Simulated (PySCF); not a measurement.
Species: C₃H₇NOSi.
SMILES with atom numbers: `[O:1]=[C:2]1[CH2:3][CH2:4][NH:5][SiH2:6]1` (hydrogens: H7, H8 on C3; H9, H10 on C4; H11 on N5; H12, H13 on Si6)

The closed-shell ground state was solved at several levels (PySCF, density fitting, gas phase, non-relativistic). One conformer (not necessarily the lowest) at the PBE0-D3(BJ)/def2-SVP geometry, without solvent, vibrations or thermal averaging.

```tsv
level	basis functions	HOMO (eV)	LUMO (eV)	gap (eV)	dipole (D)
LDA/pcSseg-1	144	-5.34	-2.42	2.92	3.49
PBE0/pcSseg-0	72	-6.68	-1.07	5.61	3.43
B97-2/pcSseg-1	144	-6.36	-1.16	5.20	3.49
PBE0/6-31G*	102	-6.35	-0.78	5.57	3.40
PBE0/6-311+G(2d,p)	212	-6.65	-1.26	5.39	3.64
KT3/pcSseg-1	144	-5.33	-2.12	3.21	3.29
PBE0/pcSseg-1	144	-6.62	-1.10	5.52	3.50
B97-D/pcSseg-1	144	-5.19	-2.08	3.11	3.40
PBE0/cc-pVTZ	282	-6.55	-1.11	5.44	3.50
wB97X-D/pcSseg-1	144	-8.49	0.76	9.25	3.57
```

(1) What might mPW1PW91/pcSseg-1 (144 basis functions) give for the same quantities?

(2) Over all these levels, which gives the widest orbital gap and which the narrowest?

(3) How much does the basis alone move the frontier levels among the 5 PBE0 rows?

(4) In the pcSseg-1 basis, how does the gap go with the fixed share of exact exchange?

(5) How far do the dipole and the HOMO energy spread over the levels?

Results:

(1) HOMO -6.66 eV, LUMO -1.11 eV, gap 5.55 eV, dipole 3.51 D.

(2) wB97X-D/pcSseg-1 (range-separated hybrid) has the widest, 9.25 eV, and LDA/pcSseg-1 (LDA) the narrowest, 2.92 eV. The two share the basis. From the narrowest to the widest the HOMO moves by -3.15 eV and the LUMO by +3.18 eV.

(3) The HOMO by 0.33 eV and the LUMO by 0.48 eV. By rising basis size (HOMO, LUMO in eV): pcSseg-0 -6.68, -1.07; 6-31G* -6.35, -0.78; pcSseg-1 -6.62, -1.10; 6-311+G(2d,p) -6.65, -1.26; cc-pVTZ -6.55, -1.11.

(4) LDA (0 %) 2.92 eV; B97-D (0 %) 3.11 eV; KT3 (0 %) 3.21 eV; B97-2 (21 %) 5.20 eV; PBE0 (25 %) 5.52 eV; mPW1PW91 (25 %) 5.55 eV. Each rise in the share widens the gap here.

(5) The dipole runs from 3.29 to 3.64 D (mean 3.48 D) and the HOMO from -8.49 to -5.19 eV.
